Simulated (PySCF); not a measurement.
C₃F₇, charge +1, multiplicity 1. Atoms are numbered in the order given.

```xyz
10

F     -0.4938    -1.9425     1.0572
C     -0.1428    -1.4036     0.0000
F     -0.4938    -1.9425    -1.0572
C      0.6712    -0.0743     0.0000
F      1.4057    -0.0657     1.0987
F      1.4057    -0.0657    -1.0987
C     -0.3614     1.1270     0.0000
F      0.2953     2.2524     0.0000
F     -1.1152     0.9990     1.0857
F     -1.1152     0.9990    -1.0857
```
Charge +1, spin multiplicity 1.

Coordinates come from a B3LYP-D3(BJ)/def2-SVP optimisation. A frequency run showed that this geometry is not a minimum. The spin state was assumed, not searched. The isomer is the one that the SMILES or the coordinates give; other isomers of the formula were not compared. The values are those of a single conformer.

Calculation: PySCF with PBE0/def2-SVP.

Symmetry labels are those of the subgroup Cs that the program uses (full group Cs).

Question: List the valence orbital energies around the gap with their symmetry. (Estimate from the structure and the level; the computed values follow.)

Answer: 
```tsv
orbital	symmetry	energy (eV)
HOMO−7	A'	-19.21
HOMO−6	A"	-19.16
HOMO−5	A'	-18.80
HOMO−4	A"	-18.73
HOMO−3	A'	-18.27
HOMO−2	A"	-18.11
HOMO−1	A"	-17.57
HOMO	A'	-16.44
LUMO	A'	-11.08
LUMO+1	A'	-4.55
LUMO+2	A"	-4.27
LUMO+3	A'	-2.28
```
